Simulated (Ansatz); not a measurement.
Geometry optimisation, RKS BLYP-D4/6-31G in Ansatz 0.2.0.

Input file:

```yaml
crystal:
  periodic: [false, false, false]
  atoms:
    - { symbol: O, position_ang: [-1.6013, 1.7806, 0.8999] }
    - { symbol: Si, position_ang: [-0.2701, 1.1728, 0.2646] }
    - { symbol: Si, position_ang: [0.2565, -0.8729, 1.0377] }
    - { symbol: Si, position_ang: [0.8361, -1.0281, -1.1702] }
    - { symbol: S, position_ang: [-0.8086, 0.3539, -1.6566] }
    - { symbol: H, position_ang: [-2.416, 1.8262, 0.2887] }
    - { symbol: H, position_ang: [0.8522, 2.1691, 0.134] }
    - { symbol: H, position_ang: [1.5111, -0.9253, 1.9556] }
    - { symbol: H, position_ang: [-0.8468, -1.7093, 1.5513] }
    - { symbol: H, position_ang: [0.4868, -2.3618, -1.7534] }
    - { symbol: H, position_ang: [2.0656, -0.4622, -1.531] }
basis:
  gaussian: { orbitals: "6-31G" }
hamiltonian:
  xc: blyp
  dispersion: d4
relax:
  f_tol: 0.02
  max_steps: 40
scf:
  lower_state_search: "off"
```

Run as:

```bash
$ ansatz run input.yaml --threads 1 --pin off --max-ram 2048MiB --backend cpu --events-out ev --progress --plain --runs-dir out
```

Task: Where does it end, and by what steps?

Result: It converged. The force dipped under the threshold on the way, but the program's further checks kept it going. Limits of this set-up: no polarisation functions. After 18 steps the energy has fallen by 1.543 eV; H11 moved furthest, 0.98 Å.

```json
{"step": "0", "energy less start (eV)": "0.0000", "largest force component (eV/Å)": "5.582", "accepted": "yes"}
{"step": "1", "energy less start (eV)": "-1.1391", "largest force component (eV/Å)": "2.437", "accepted": "yes"}
{"step": "2", "energy less start (eV)": "-1.3782", "largest force component (eV/Å)": "0.992", "accepted": "yes"}
{"step": "3", "energy less start (eV)": "-1.4385", "largest force component (eV/Å)": "0.286", "accepted": "yes"}
{"step": "4", "energy less start (eV)": "-1.4340", "largest force component (eV/Å)": "1.860", "accepted": "no"}
{"step": "5", "energy less start (eV)": "-1.4835", "largest force component (eV/Å)": "0.137", "accepted": "yes"}
{"step": "6", "energy less start (eV)": "-1.5099", "largest force component (eV/Å)": "0.160", "accepted": "yes"}
{"step": "7", "energy less start (eV)": "-1.5294", "largest force component (eV/Å)": "0.044", "accepted": "yes"}
{"step": "8", "energy less start (eV)": "-1.5272", "largest force component (eV/Å)": "0.182", "accepted": "no"}
{"step": "9", "energy less start (eV)": "-1.5348", "largest force component (eV/Å)": "0.077", "accepted": "yes"}
{"step": "10", "energy less start (eV)": "-1.5364", "largest force component (eV/Å)": "0.086", "accepted": "yes"}
{"step": "11", "energy less start (eV)": "-1.5390", "largest force component (eV/Å)": "0.079", "accepted": "yes"}
{"step": "12", "energy less start (eV)": "-1.5391", "largest force component (eV/Å)": "0.114", "accepted": "yes"}
{"step": "13", "energy less start (eV)": "-1.5397", "largest force component (eV/Å)": "0.092", "accepted": "yes"}
{"step": "14", "energy less start (eV)": "-1.5420", "largest force component (eV/Å)": "0.019", "accepted": "yes"}
{"step": "15", "energy less start (eV)": "-1.5426", "largest force component (eV/Å)": "0.030", "accepted": "yes"}
{"step": "16", "energy less start (eV)": "-1.5429", "largest force component (eV/Å)": "0.045", "accepted": "yes"}
{"step": "17", "energy less start (eV)": "-1.5429", "largest force component (eV/Å)": "0.036", "accepted": "no"}
{"step": "18", "energy less start (eV)": "-1.5430", "largest force component (eV/Å)": "0.018", "accepted": "yes"}
```

```xyz
11
Properties=species:S:1:pos:R:3
O -1.928 1.920 0.691
Si -0.306 1.402 0.291
Si 0.455 -0.766 1.054
Si 0.789 -1.249 -1.276
S -0.018 0.820 -1.934
H -2.694 1.338 0.479
H 0.495 2.623 0.659
H 1.700 -0.769 1.914
H -0.613 -1.603 1.725
H -0.040 -2.361 -1.876
H 2.227 -1.412 -1.708
```

Whether the end is a true minimum wasn't checked by a vibrational analysis.

The run took 56 s on 1 thread of Arm Neoverse V2, with other jobs on the host, peak memory 0.14 GiB.
